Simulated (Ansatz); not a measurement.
Geometry optimisation, RKS PBE-D4/6-31G* (Ansatz).

input.yaml

```yaml
crystal:
  periodic: [false, false, false]
  atoms:
    - { symbol: B, position_ang: [-0.059482, -0.297191, 0.189823] }
    - { symbol: "N", position_ang: [0.020344, -0.682765, 1.62707] }
    - { symbol: H, position_ang: [-0.758254, -1.184774, 2.045019] }
    - { symbol: H, position_ang: [0.909921, -0.901239, 2.072892] }
    - { symbol: "N", position_ang: [1.077184, 0.120486, -0.539911] }
    - { symbol: H, position_ang: [2.004514, 0.237969, -0.13668] }
    - { symbol: H, position_ang: [1.000215, 0.511824, -1.473882] }
    - { symbol: H, position_ang: [-1.139867, -0.313571, -0.34483] }
    - { symbol: P, position_ang: [0.202496, 2.720634, 0.949434] }
    - { symbol: H, position_ang: [-1.006378, 2.448527, 0.228767] }
    - { symbol: H, position_ang: [-0.461094, 3.619682, 1.860135] }
    - { symbol: H, position_ang: [0.034099, 1.578717, 1.788763] }
basis:
  gaussian: { orbitals: "6-31G*" }
hamiltonian:
  xc: pbe
  dispersion: d4
relax:
  f_tol: 0.03
  max_steps: 50
```

Command:

```bash
$ ansatz run input.yaml --threads 2 --pin off --max-ram 3072MiB --backend cpu --events-out ev --progress --plain --runs-dir out
```

Problem. Where does it end, and by what steps?

Solution. The run converged. The force dipped under the threshold on the way, but the program's further checks kept it going. After 14 steps the energy has fallen by 0.211 eV; H8 moved furthest, 0.84 Å.

| step | energy less start (eV) | largest force component (eV/Å) | accepted |
| --- | --- | --- | --- |
| 0 | 0.0000 | 1.772 | yes |
| 1 | -0.1313 | 1.084 | yes |
| 2 | -0.1807 | 0.258 | yes |
| 3 | -0.1847 | 0.230 | yes |
| 4 | -0.1937 | 0.120 | yes |
| 5 | -0.1971 | 0.093 | yes |
| 6 | -0.1996 | 0.174 | yes |
| 7 | -0.2034 | 0.018 | yes |
| 8 | -0.2054 | 0.097 | yes |
| 9 | -0.2065 | 0.147 | yes |
| 10 | -0.2078 | 0.123 | yes |
| 11 | -0.2091 | 0.090 | yes |
| 12 | -0.2097 | 0.085 | yes |
| 13 | -0.2103 | 0.064 | yes |
| 14 | -0.2106 | 0.019 | yes |

```xyz
12
Properties=species:S:1:pos:R:3
B -0.044 -0.679 0.146
N 0.047 -0.968 1.536
H -0.604 -1.597 1.993
H 0.819 -0.682 2.133
N 0.900 0.139 -0.534
H 1.711 0.574 -0.099
H 0.805 0.363 -1.519
H -0.977 -1.130 -0.479
P 0.363 2.926 1.155
H -0.637 3.098 0.141
H -0.204 3.947 1.996
H -0.357 1.867 1.800
```

Time of the run: 30 s on 2 threads of Arm Neoverse V1, with other jobs on the host, peak memory 0.12 GiB.
